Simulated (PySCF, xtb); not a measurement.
H7N4Ta, SMILES [Ta]([NH2])([NH2])([NH2])=[NH], multiplicity 1.

GFN2-xTB (xtb) at its own geometry gives an orbital gap of 3.55 eV and a dipole moment of 4.22 D.

Geometry: B3LYP-D3(BJ)/def2-SVP. The multiplicity is an assumed one; other spin states were not compared. The def2 effective core potentials stand for the cores of Ta; spin–orbit coupling is left out. The values are those of a single conformer.

What does PBE/def2-TZVP in PySCF give? (An estimate is asked for; the answer gives what the named calculation found.)

gap 4.93 eV (levels -5.42 and -0.49 eV), dipole 1.63 D.
